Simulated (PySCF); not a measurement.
Basis and Hamiltonian dependence of the ionisation energy of Tc²⁺

Tc²⁺ [Kr] 4d5 (6S) → Tc³⁺ [Kr] 4d4 (5D). All values are computed (PySCF 2.14, energy differences of UHF-based or UKS calculations, no spin-orbit coupling). Values in eV.

```
                                                            basis       Hamiltonian  functions     UHF     PBE    PBE0  MP2 (valence)  CCSD(T) (valence)  CCSD(T) (valence and next inner shell)
                                         cc-pVDZ-PP with ECP28MDF               ECP         38  28.863     n/a  29.877         29.364                n/a                                     n/a
                                                       x2c-SVPall     spin-free X2C         53  28.810  30.029     n/a         29.335                n/a                                     n/a
                                     aug-cc-pVDZ-PP with ECP28MDF               ECP         54  28.862  29.904  29.874         29.389             29.449                                     n/a
          def2-TZVPPD with the def2 core potential (28 electrons)               ECP         56  28.881  29.920  29.895         29.514             29.564                                  29.673
                                                     ANO-RCC-VTZP     spin-free X2C         68  28.854  30.025  29.979         29.500             29.551                                  29.710
                                   aug-cc-pwCVDZ-PP with ECP28MDF               ECP         70  28.827  29.881  29.853         29.459             29.509                                  29.505
                                                     x2c-TZVPPall     spin-free X2C         79  28.797  30.001  29.942         29.440             29.491                                  29.659
x2c-TZVPPall with one added diffuse shell each of s, p, d, f type     spin-free X2C         95  28.799  30.002  29.943         29.442             29.493                                  29.661
                                                   aug-cc-pVTZ-DK     spin-free X2C        102  28.779  29.970  29.913         29.422             29.473                                     n/a
                                                     x2c-QZVPPall     spin-free X2C        118  28.775  29.977  29.917         29.439                n/a                                     n/a
                                   aug-cc-pwCVTZ-PP with ECP28MDF               ECP        122  28.812  29.873  29.844         29.493                n/a                                     n/a
                                                       dyall-av2z  non-relativistic        136  29.247  30.375  30.337         29.806                n/a                                     n/a
                                   aug-cc-pwCVQZ-PP with ECP28MDF               ECP        180  28.806     n/a     n/a            n/a                n/a                                     n/a
```

Q: Estimate the row for def2-QZVPPD with the def2 core potential (28 electrons) (ECP, 88 functions).

A: From the rows with the same Hamiltonian and similar size; the calculation gives UHF 28.88; PBE 29.93; PBE0 29.90; MP2 (valence) 29.54; CCSD(T) (valence) 29.59; CCSD(T) (valence and next inner shell) 29.71 (eV).

Frozen in the all-electron rows: valence: [Kr]; valence and next inner shell: [Ar] 3d10; with a core potential, the same shells as far as they lie outside it.

Non-relativistic rows lack the scalar-relativistic shift.

Between the lowest levels the reference is 29.55 eV (semi-empirical (NIST evaluation); NIST Atomic Spectra Database, ionization energies); it includes spin-orbit coupling, which these numbers lack.
